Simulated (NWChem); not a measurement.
The numbers come from NWChem runs, not from measurements. System: As (-1), charge -1, spin multiplicity 3. Its SCF solution wasn't tested for a lower state. Level: UCCSD(T)/def2-TZVPD, 9 core orbitals frozen.

The NWChem input:

```
start mol
memory heap 100 mb stack 700 mb global 1900 mb
charge -1
geometry units angstroms nocenter noautoz
  As     0.000000     0.000000     0.000000
  symmetry group D2h
end
basis spherical
  * library def2-tzvpd
end
scf
  uhf
  nopen 2
  maxiter 100
  thresh 1e-7
  semidirect memsize 60000000 filesize 0
  # guess.movecs holds the orbitals of an unrestricted PBE0 run
  vectors input guess.movecs output mol.movecs
end
tce
  freeze core 9
  ccsd(t)
  thresh 1e-6
  maxiter 100
  tilesize 24
end
task tce energy
```

Part of the output:

```
             Northwest Computational Chemistry Package (NWChem) 7.3.0
             --------------------------------------------------------

                                NWChem Input Module
                                -------------------

 Scaling coordinates for geometry "geometry" by  1.889725989
 (inverse scale =  0.529177249)

                             Geometry "geometry" -> ""
                             -------------------------

 Output coordinates in angstroms (scale by  1.889725989 to convert to a.u.)

  No.       Tag          Charge          X              Y              Z
 ---- ---------------- ---------- -------------- -------------- --------------
    1 As                  33.0000     0.00000000     0.00000000     0.00000000

 Effective nuclear repulsion energy (a.u.)       0.0000000000

            Nuclear Dipole moment (a.u.)
            ----------------------------
        X                 Y               Z
 ---------------- ---------------- ----------------
     0.0000000000     0.0000000000     0.0000000000

      Symmetry information
      --------------------

 Group name             D2h
 Group number             26
 Group order               8
 No. of unique centers     1

      Symmetry unique atoms

     1


 Summary of "ao basis" -> "" (spherical)
 ------------------------------------------------------------------------------
       Tag                 Description            Shells   Functions and Types
 ---------------- ------------------------------  ------  ---------------------
 *                         def2-tzvpd                 on all atoms

 Summary of "ao basis" -> "ao basis" (spherical)
 ------------------------------------------------------------------------------
       Tag                 Description            Shells   Functions and Types
 ---------------- ------------------------------  ------  ---------------------
 As                        def2-tzvpd               18       54   7s5p5d1f

                                 NWChem SCF Module
                                 -----------------

  ao basis        = "ao basis"
  functions       =    54
  atoms           =     1
  alpha electrons =    18
  beta  electrons =    16
  charge          =  -1.00
  wavefunction    = UHF
  use symmetry    = T
  symmetry adapt  = T

 Summary of "ao basis" -> "ao basis" (spherical)
 ------------------------------------------------------------------------------
       Tag                 Description            Shells   Functions and Types
 ---------------- ------------------------------  ------  ---------------------
 As                        def2-tzvpd               18       54   7s5p5d1f

      Symmetry analysis of basis
      --------------------------

        ag         17
        au          1
        b1g         5
        b1u         7
        b2g         5
        b2u         7
        b3g         5
        b3u         7

 Forming initial guess at       0.0s

   Symmetry analysis of molecular orbitals - initial alpha
   -------------------------------------------------------

  Numbering of irreducible representations:

     1 ag          2 au          3 b1g         4 b1u         5 b2g
     6 b2u         7 b3g         8 b3u

  Orbital symmetries:

     1 ag          2 ag          3 b2u         4 b3u         5 b1u
     6 ag          7 b2u         8 b3u         9 b1u        10 ag
    11 b1g        12 b3g        13 b2g        14 ag         15 ag
    16 b2u        17 b3u        18 b1u        19 ag         20 ag
    21 b1g        22 b2g        23 b3g        24 ag         25 b2u
    26 b3u        27 b1u        28 ag

   Symmetry analysis of molecular orbitals - initial beta
   ------------------------------------------------------

  Numbering of irreducible representations:

     1 ag          2 au          3 b1g         4 b1u         5 b2g
     6 b2u         7 b3g         8 b3u

  Orbital symmetries:

     1 ag          2 ag          3 b2u         4 b3u         5 b1u
     6 ag          7 b2u         8 b3u         9 b1u        10 b1g
    11 ag         12 b3g        13 b2g        14 ag         15 ag
    16 b1u        17 b3u        18 b2u        19 ag         20 b2g
    21 b3g        22 ag         23 b1g        24 ag         25 b1u
    26 b2u        27 b3u        28 b3g

 Starting SCF solution at       0.0s

 ----------------------------------------------
         Quadratically convergent UHF

 Convergence threshold     :          1.000E-07
 Maximum no. of iterations :          100
 Integral*density screening:          1.000E-09
 ----------------------------------------------

              iter       energy          gnorm     gmax       time
             ----- ------------------- --------- --------- --------
                 1    -2234.1601206558  5.53D-01  2.73D-01      0.4
                 2    -2234.1679522896  1.31D-01  3.05D-02      0.4
                 3    -2234.1686791779  3.62D-03  1.39D-03      0.4
                 4    -2234.1686826430  4.77D-06  1.97D-06      0.5
                 5    -2234.1686826430  7.17D-09  2.62D-09      0.5

       Final UHF  results
       ------------------

         Total SCF energy =  -2234.168682643026
      One electron energy =  -3124.812842547168
      Two electron energy =    890.644159904142
 Nuclear repulsion energy =      0.000000000000

                       Sz =      1.0000
                 Sz(Sz+1) =      2.0000
                      S^2 =      2.0115

        Time for solution =      0.4s

       Symmetry analysis of molecular orbitals - alpha
       -----------------------------------------------

  Numbering of irreducible representations:
[...]
  ----- ------------  ---------------      ----- ------------  ---------------
     7     -2.230057  1 As s                  6      2.039438  1 As s
     5     -0.164311  1 As s

 Vector   20  Occ=0.000000D+00  E= 3.555997D-01  Symmetry=ag
              MO Center=  9.5D-27, -9.4D-27,  1.4D-31, r^2= 8.3D+00
   Bfn.  Coefficient  Atom+Function         Bfn.  Coefficient  Atom+Function
  ----- ------------  ---------------      ----- ------------  ---------------
    47      1.196558  1 As d  2              42     -0.360421  1 As d  2
    37      0.216177  1 As d  2

 Vector   21  Occ=0.000000D+00  E= 3.555997D-01  Symmetry=b1g
              MO Center= -2.9D-30,  2.1D-30, -1.7D-30, r^2= 8.3D+00
   Bfn.  Coefficient  Atom+Function         Bfn.  Coefficient  Atom+Function
  ----- ------------  ---------------      ----- ------------  ---------------
    43      1.196558  1 As d -2              38     -0.360421  1 As d -2
    33      0.216177  1 As d -2

                     UHF Final Beta Molecular Orbital Analysis
                     -----------------------------------------

 Vector   14  Occ=1.000000D+00  E=-1.796160D+00  Symmetry=ag
              MO Center=  1.1D-16,  1.1D-16, -7.0D-16, r^2= 1.6D-01
   Bfn.  Coefficient  Atom+Function         Bfn.  Coefficient  Atom+Function
  ----- ------------  ---------------      ----- ------------  ---------------
    25      0.909299  1 As d  0              30      0.190209  1 As d  0

 Vector   15  Occ=1.000000D+00  E=-3.257733D-01  Symmetry=ag
              MO Center= -2.7D-16, -2.6D-16,  9.3D-15, r^2= 1.5D+00
   Bfn.  Coefficient  Atom+Function         Bfn.  Coefficient  Atom+Function
  ----- ------------  ---------------      ----- ------------  ---------------
     5      0.613505  1 As s                  6      0.502042  1 As s
     4     -0.349995  1 As s                  3     -0.243905  1 As s

 Vector   16  Occ=1.000000D+00  E=-3.027611D-03  Symmetry=b1u
              MO Center= -1.1D-15,  1.1D-15, -8.7D-15, r^2= 2.5D+00
   Bfn.  Coefficient  Atom+Function         Bfn.  Coefficient  Atom+Function
  ----- ------------  ---------------      ----- ------------  ---------------
    22      0.679719  1 As pz                19      0.376889  1 As pz
    13     -0.265705  1 As pz

 Vector   17  Occ=0.000000D+00  E= 2.970052D-01  Symmetry=b2u
              MO Center= -1.6D-18, -9.2D-16, -2.3D-24, r^2= 3.0D+00
   Bfn.  Coefficient  Atom+Function         Bfn.  Coefficient  Atom+Function
  ----- ------------  ---------------      ----- ------------  ---------------
    21      0.850205  1 As py                12     -0.222893  1 As py
    18      0.166640  1 As py

 Vector   18  Occ=0.000000D+00  E= 2.970052D-01  Symmetry=b3u
              MO Center= -9.2D-16,  3.1D-18, -2.3D-24, r^2= 3.0D+00
   Bfn.  Coefficient  Atom+Function         Bfn.  Coefficient  Atom+Function
  ----- ------------  ---------------      ----- ------------  ---------------
    20      0.850205  1 As px                11     -0.222893  1 As px
    17      0.166640  1 As px

 Vector   19  Occ=0.000000D+00  E= 3.127402D-01  Symmetry=ag
              MO Center= -1.2D-16, -1.2D-16,  1.0D-18, r^2= 8.2D+00
   Bfn.  Coefficient  Atom+Function         Bfn.  Coefficient  Atom+Function
  ----- ------------  ---------------      ----- ------------  ---------------
     7     -2.283091  1 As s                  6      2.149219  1 As s
     5     -0.239226  1 As s

 center of mass
 --------------
 x =   0.00000000 y =   0.00000000 z =   0.00000000

 moments of inertia (a.u.)
 ------------------
           0.000000000000           0.000000000000           0.000000000000
           0.000000000000           0.000000000000           0.000000000000
           0.000000000000           0.000000000000           0.000000000000

  Mulliken analysis of the total density
  --------------------------------------

    Atom       Charge   Shell Charges
 -----------   ------   -------------------------------------------------------
    1 As  33    34.00   2.00  2.00  1.17  0.78  0.93  0.98  0.13  5.99  5.76  0.40  1.42  2.42  8.94  1.07 -0.03  0.03 -0.00  0.00

  Mulliken analysis of the alpha density
  --------------------------------------

    Atom       Charge   Shell Charges
 -----------   ------   -------------------------------------------------------
    1 As  33    18.00   1.00  1.00  0.58  0.39  0.45  0.52  0.05  3.00  2.89  0.22  1.11  1.78  4.46  0.54 -0.01  0.01 -0.00  0.00

   Mulliken analysis of the beta density
   -------------------------------------

    Atom       Charge   Shell Charges
 -----------   ------   -------------------------------------------------------
    1 As  33    16.00   1.00  1.00  0.58  0.39  0.48  0.46  0.08  3.00  2.87  0.17  0.32  0.64  4.48  0.53 -0.02  0.01 -0.00  0.00

   Mulliken analysis of the spin density
   -------------------------------------

    Atom       Charge   Shell Charges
 -----------   ------   -------------------------------------------------------
    1 As  33     2.00  -0.00 -0.00 -0.00 -0.00 -0.03  0.06 -0.03  0.00  0.02  0.05  0.79  1.14 -0.02  0.01  0.01  0.00 -0.00  0.00

       Multipole analysis of the density wrt the origin
       ------------------------------------------------

     L   x y z        total         alpha         beta         nuclear
     -   - - -        -----         -----         ----         -------
     0   0 0 0     -1.000000    -18.000000    -16.000000     33.000000

     1   1 0 0      0.000000      0.000000      0.000000      0.000000
     1   0 1 0     -0.000000     -0.000000      0.000000      0.000000
     1   0 0 1     -0.000000     -0.000000      0.000000      0.000000

     2   2 0 0    -16.780254    -11.827284     -4.952970      0.000000
     2   1 1 0      0.000000      0.000000     -0.000000      0.000000
     2   1 0 1      0.000000      0.000000      0.000000      0.000000
     2   0 2 0    -16.780254    -11.827284     -4.952970      0.000000
     2   0 1 1      0.000000      0.000000     -0.000000      0.000000
     2   0 0 2    -20.436385    -11.558074     -8.878310      0.000000

                   NWChem Extensible Many-Electron Theory Module
                   ---------------------------------------------


            General Information
            -------------------
      Number of processors :     1
         Wavefunction type : Unrestricted Hartree-Fock
          No. of electrons :    34
           Alpha electrons :    18
            Beta electrons :    16
           No. of orbitals :   108
            Alpha orbitals :    54
             Beta orbitals :    54
        Alpha frozen cores :     9
         Beta frozen cores :     9
     Alpha frozen virtuals :     0
      Beta frozen virtuals :     0
         Spin multiplicity : triplet
    Number of AO functions :    54
       Number of AO shells :    18
        Use of symmetry is : on
      Symmetry adaption is : on
         Schwarz screening : 0.10D-09

          Correlation Information
          -----------------------
          Calculation type : Coupled-cluster singles & doubles w/ perturbation
   Perturbative correction : (T)
            Max iterations :      100
        Residual threshold : 0.10D-05
     T(0) DIIS level shift : 0.00D+00
     L(0) DIIS level shift : 0.00D+00
     T(1) DIIS level shift : 0.00D+00
     L(1) DIIS level shift : 0.00D+00
     T(R) DIIS level shift : 0.00D+00
     T(I) DIIS level shift : 0.00D+00
   CC-T/L Amplitude update :  5-th order DIIS
                I/O scheme : Global Array Library
        L-threshold :  0.10D-05
        EOM-threshold :  0.10D-05
 no EOMCCSD initial starts read in
 TCE RESTART OPTIONS
 SLICE:      F
 D4D5:       F
 quantumc:   F
 qrotation:  F
 pwtce:      F
 qducc:      F
 nacto:                         0
 nrotv:                         0
 nrot:                          0

            Memory Information
            ------------------
          Available GA space size is     249030968 doubles
          Available MA space size is     104852228 doubles

 Maximum block size supplied by input
 Maximum block size        24 doubles

 tile_dim =     11

 -------------------------------------------------

 Global array virtual files algorithm will be used

 Parallel file system coherency ......... OK


 half-transformed integrals in memory

 2-e (intermediate) file size =        12512556
 2-e (intermediate) file name = ./mol.v2i

 2-e integrals stored in memory



CCSD iterations
 ---------------------------------------------------------
 Iter          Residuum       Correlation     Cpu    Wall
 ---------------------------------------------------------
    1   0.1279659821352  -0.2211246342118     0.5     0.5
    2   0.0249828319006  -0.2257140168549     0.5     0.5
    3   0.0081105304379  -0.2296234998072     0.5     0.5
    4   0.0031491499041  -0.2301181454117     0.5     0.5
    5   0.0013691451912  -0.2304230221387     0.5     0.5
    6   0.0003640847550  -0.2305515909606     0.5     0.5
    7   0.0001541102127  -0.2305642139100     0.5     0.5
    8   0.0000816052511  -0.2305643826857     0.5     0.5
    9   0.0000457771899  -0.2305646774401     0.5     0.5
   10   0.0000263152340  -0.2305650765228     0.5     0.5
   11   0.0000039573340  -0.2305657630354     0.5     0.5
   12   0.0000016730237  -0.2305655946879     0.5     0.5
   13   0.0000008842467  -0.2305656104454     0.5     0.5
 -----------------------------------------------------------------
 Iterations converged
 CCSD correlation energy / hartree =        -0.230565610445402
 CCSD total energy / hartree       =     -2234.399248253471342

 Singles contributions

 Doubles contributions
 CCSD(T)
 Using plain CCSD(T) code
             total no. of tasks        10605
 total no. of tasks / no. procs        10605
                         wl_min            1           1.0
                         wl_max        35937           5.7
        thresh for no. of tasks        10605

 CCSD[T]  correction energy / hartree =        -0.008162921525397
 CCSD[T] correlation energy / hartree =        -0.238728531970799
 CCSD[T] total energy / hartree       =     -2234.407411174996923
 CCSD(T)  correction energy / hartree =        -0.007636598376461
 CCSD(T) correlation energy / hartree =        -0.238202208821863
 CCSD(T) total energy / hartree       =     -2234.406884851847735

 Task  times  cpu:       10.6s     wall:       10.6s

 Total times  cpu:       10.6s     wall:       10.6s
```
